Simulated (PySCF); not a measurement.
Sn(F)2(Br)(NH2) (BrF₂H₂NSn), SMILES [NH2][Sn]([F])([F])[Br]. Atoms are numbered in the order given.

```xyz
7

N      2.3100     0.1088     0.3414
Sn     0.3838    -0.4237     0.1442
F     -0.2293    -1.1995     1.7957
F      0.2309    -1.7954    -1.1978
Br    -1.1689     1.3679    -0.4551
H      2.8924    -0.3898    -0.3314
H      2.6477    -0.1092     1.2790
```

The structure is a stationary point at PBE0-D3(BJ)/def2-SVP. A frequency run showed that this geometry is not a minimum. The structure was generated by enumeration; whether it is a known compound was not checked. The def2 effective core potentials stand for the cores of Sn; spin–orbit coupling is left out. The values are those of a single conformer.

Calculation: C-PCM-M06-2X/def2-SVP run with PySCF.

The values are the electrostatic part of the solvation free energy, E(continuum) − E(gas) at the gas-phase geometry, in a cavity of scaled van der Waals radii (PySCF's table); cavitation and dispersion terms are not included. A continuum can't describe solvent molecules that bind to the metal. In vacuum the orbital gap is 8.80 eV. The dipole moment in vacuum is 2.74 D.

| solvent | ε | ΔG(elec) (kcal/mol) | dipole (D) | gap (eV) |
|---|---|---|---|---|
| water | 78.36 | -8.9 | 3.36 | 8.56 |
| acetonitrile | 35.69 | -8.8 | 3.35 | 8.56 |
| tetrahydrofuran | 7.43 | -7.7 | 3.27 | 8.60 |
